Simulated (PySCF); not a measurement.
## [Tm(CO)]2+ at several levels of theory

Computed with PySCF 2.14.0 (density fitting, no spin-orbit coupling) at the geometry relaxed with PBE0:

```xyz
3
[Tm(CO)]2+ (singlet in the valence; each metal's 4f electrons, 13 of them, lie in its core potential, out of spins and levels)
Tm    0.0000    0.0000   -0.6231
C     0.0000    0.0000    2.1362
O     0.0000    0.0000    3.2509
```

```csv
level,basis,state,HOMO (eV),gap (eV),charge on Tm1 (e),population of f-type functions on Tm1 (polarisation alone where 4f lies in the core),dipole about the centre of mass (D),largest force component (eV/Å)
PBE0,"Tm lcecp-0-SVP with ECP59, C def2-SVP, O def2-SVP",singlet,–,–,1.80,0.00,1.91,0.00
revPBE,the same,singlet,–,–,1.77,0.00,1.60,2.21
CAM-B3LYP,the same,singlet,–,–,1.79,0.00,1.93,0.28
```

In the lcecp rows the 4f levels are missing from HOMO and gap, and the state counts the valence alone.

Charges are Mulliken's, which hang on the basis. The relaxation used the grid (50, 194), these runs (75, 302) or, all-electron (x2c bases, spin-free X2C Hamiltonian), (99, 590).

What does PBE0 with Tm lcecp-0-TZVP with ECP59, C def2-TZVP, O def2-TZVP give here?

state singlet, charge on Tm1 (e) 1.86, population of f-type functions on Tm1 (polarisation alone where 4f lies in the core) 0.00, dipole about the centre of mass (D) 1.84, largest force component (eV/Å) 0.67. Time: 6.1 s on 2 threads of Arm Neoverse V2, with other jobs on the host, from free ions and atoms.

An lcecp potential fixes the number of 4f electrons, so in runs with it no electron can move into or out of that shell.
